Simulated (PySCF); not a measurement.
PySCF 2.14 output of an unrestricted MN15 calculation on a single atom or ion in aug-cc-pV5Z, with no relativity, point nucleus:

```
SCF conv_tol = 1e-09
number electrons alpha = 3  beta = 2
    H. S. Yu, X. He, S. L. Li, and D. G. Truhlar.,  Chem. Sci. 7, 5032-5051 (2016)
    H. S. Yu, X. He, S. L. Li, and D. G. Truhlar.,  Chem. Sci. 7, 5032-5051 (2016)
cycle= 1 E= -24.3420923603402  delta_E= 0.0891  |g|= 0.292  |ddm|= 8.63
cycle= 2 E= -24.4411671663912  delta_E= -0.0991  |g|= 0.0742  |ddm|=    9
cycle= 3 E= -24.4008297777774  delta_E= 0.0403  |g|= 0.123  |ddm|=  8.5
cycle= 4 E= -24.4237882951322  delta_E= -0.023  |g|= 0.0872  |ddm|= 3.66
cycle= 5 E= -24.3869292491417  delta_E= 0.0369  |g|= 0.11  |ddm|= 7.08
cycle= 6 E= -24.3929500683968  delta_E= -0.00602  |g|= 0.0973  |ddm|= 1.82
cycle= 7 E= -24.4148207524099  delta_E= -0.0219  |g|= 0.0848  |ddm|=  2.8
cycle= 8 E= -24.4418009434091  delta_E= -0.027  |g|= 0.0343  |ddm|= 4.83
cycle= 9 E= -24.4453381568767  delta_E= -0.00354  |g|= 0.00546  |ddm|= 1.08
cycle= 10 E= -24.4453496792057  delta_E= -1.15e-05  |g|= 0.00465  |ddm|= 0.31
cycle= 11 E= -24.4453141037047  delta_E= 3.56e-05  |g|= 0.00595  |ddm|= 0.0881
cycle= 12 E= -24.4453237879633  delta_E= -9.68e-06  |g|= 0.00535  |ddm|= 0.0114
cycle= 13 E= -24.4453839189796  delta_E= -6.01e-05  |g|= 0.00218  |ddm|= 0.232
cycle= 14 E= -24.4453867795645  delta_E= -2.86e-06  |g|= 0.00114  |ddm|= 0.0715
cycle= 15 E= -24.4453894808722  delta_E= -2.7e-06  |g|= 0.000342  |ddm|= 0.0356
cycle= 16 E= -24.4453897145133  delta_E= -2.34e-07  |g|= 6.23e-06  |ddm|= 0.0102
cycle= 17 E= -24.445389714618  delta_E= -1.05e-10  |g|= 1.64e-06  |ddm|= 0.00021
converged SCF energy = -24.445389714618  <S^2> = 0.75031929  2S+1 = 2.0003193
```

The run itself started from symmetry-adapted Hartree-Fock orbitals and held the occupation by maximum overlap, on a logarithmic radial grid, so the iterations belong to that start.

Q: Which element, charge and spin multiplicity is this?

A: B (boron, neutral), multiplicity 2; the state was [He] 2s2 3s1, 2S determinant (an excited configuration).

The outer electron is Rydberg-like, and this basis confines it to a smaller radius and binds it less than a complete one would.
